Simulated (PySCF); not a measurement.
Löwdin shares of the frontier orbitals

Compound: C10H12O2.
Numbering: `[CH:1]#[C:2][C@@H:3]1[CH2:4][C@@:5]2([O:6][CH:7]=[O:8])[CH2:9][CH2:10][C@@H:11]1[CH2:12]2` (hydrogens: H13 on C1; H14 on C3; H15, H16 on C4; H17 on C7; H18, H19 on C9; H20, H21 on C10; H22 on C11; H23, H24 on C12)

Structure used (PBE0-D3(BJ)/def2-SVP), in Å, numbered top down from 1:
```
atom  x, y, z in Å
C1     3.6188   -0.6807    1.0109
C2     2.6270   -0.4988    0.3391
C3     1.4259   -0.2857   -0.4573
C4     0.6219    0.9781   -0.0220
C5    -0.7483    0.3907    0.3443
O6    -1.5151    1.1821    1.2453
C7    -1.9115    2.3916    0.8639
O8    -1.6875    2.9175   -0.1888
C9    -1.4806   -0.0263   -0.9385
C10   -0.6809   -1.2766   -1.3777
C11    0.3861   -1.4259   -0.2812
C12   -0.3705   -0.9559    0.9599
H13    4.5023   -0.8437    1.5995
H14    1.7287   -0.2138   -1.5150
H15    0.5508    1.7353   -0.8120
H16    1.0756    1.4466    0.8628
H17   -2.4935    2.8542    1.6889
H18   -2.5259   -0.2731   -0.6979
H19   -1.4904    0.7819   -1.6807
H20   -0.2330   -1.1688   -2.3769
H21   -1.3223   -2.1697   -1.4068
H22    0.8482   -2.4200   -0.2298
H23   -1.2504   -1.5701    1.2034
H24    0.2645   -0.8522    1.8523
```

The calculation used TDDFT B3LYP/def2-SVPD, vertical, gas phase, core orbitals frozen in the response in PySCF.

Frontier orbitals with the atoms that hold most of them (Löwdin shares over 4%, at most four atoms; ? is withheld):

| orbital | ε (eV) | atoms |
| --- | --- | --- |
| LUMO+2 | 0.53 | C1 18%, C2 16%, C3 7%, H14 6% |
| LUMO+1 | 0.20 | C10 10%, C1 8%, H14 7%, C2 7% |
| LUMO | -0.39 | ? |
| HOMO | -7.50 | C1 38%, C2 35%, C3 7%, C11 5% |
| HOMO-1 | -7.52 | C1 38%, C2 36%, C3 7% |
| HOMO-2 | -8.00 | O8 55%, O6 10%, C7 10%, H17 5% |
| HOMO-3 | -8.45 | O6 23%, C5 12%, O8 12%, C9 12% |

Give the leading atoms of the LUMO.

C7 (bonded to 2 O and H) 40%; O8 (bonded to C) 31%; O6 (bonded to 2 C) 17%; H17 (bonded to C) 8%. By element: oxygen 48%, carbon 40% or more, hydrogen 8% or more.

How does S1 compare with the orbital gap of 7.11 eV?

S1 is at 5.73 eV (f = 0.0014), 1.37 eV below the gap, made of HOMO-2→LUMO (88%). Its leading pair isn't HOMO and LUMO; the energies of that pair differ by 7.60 eV. 

Next come S2 at 6.44 eV (f 0.0003), HOMO→LUMO+2 (32%), HOMO→LUMO+1 (20%), HOMO-1→LUMO+2 (13%); S3 at 6.56 eV (f 0.0099), HOMO-1→LUMO (42%), HOMO→LUMO (28%); S4 at 6.57 eV (f 0.0036), HOMO→LUMO (37%), HOMO-1→LUMO (37%); S5 at 6.66 eV (f 0.0058), HOMO→LUMO (20%), HOMO-1→LUMO+2 (15%), HOMO→LUMO+3 (14%).

Time: 85 s wall, 3.1 min CPU; peak memory 1.9 GiB. Hardware: an Intel Xeon Platinum 8488C with 2 threads, no GPU, shared host with 96 logical CPUs at a one-minute load of 26.

One conformer stands for the species.
